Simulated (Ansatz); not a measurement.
`[CH3][SnH]([OH])[Cl]` + H–F → `[CH3][SnH]([OH])[F]` + HCl  (ligand exchange at the Sn–Cl bond)

Program: Ansatz. Geometries: PBE0-D4/def2-TZVP. ΔE: electronic, gas phase. CCSD(T)/CBS adds triple-zeta CCSD(T) − MP2 to the extrapolated MP2 energy (def2 sets, frozen cores). This one scheme is used for every species. DFT in def2-TZVPP. B3LYP here is the variant with VWN-RPA as its local correlation; programs differ in this. Elements past krypton have def2 core potentials. For Sn outer-core shells are correlated without core-valence functions, which leaves a few kJ/mol of doubt a bond. One conformer a species, not always the lowest.

CCSD(T)/CBS gives +0.38 eV.

Question: Another level gave +0.38 eV. Which?
A. B3LYP/def2-TZVPP
B. PBE-QIDH/def2-TZVPP
C. PBE0/def2-TZVPP
D. r2SCAN-D4/def2-TZVPP

Answer: C. PBE0 0.38, r2SCAN-D4 0.32, B3LYP 0.27, PBE-QIDH 0.42 eV.

Largest T1 diagnostic among the species: 0.013.

Leaving LDA and LC-ωPBE aside and taking each functional with its dispersion term where it has one, the values, not all of them listed here, spread over 0.15 eV, from BLYP-D4 to PBE-QIDH. LDA lies +0.05 eV from PBE without D4. At CCSD(T), def2-SVP lies −0.11 eV from the extrapolated value and def2-TZVPP −0.02 eV.

CCSD(T)/CBS has its own doubt, a few kJ/mol and more with outer-core shells, so smaller differences from it don't rank the levels.
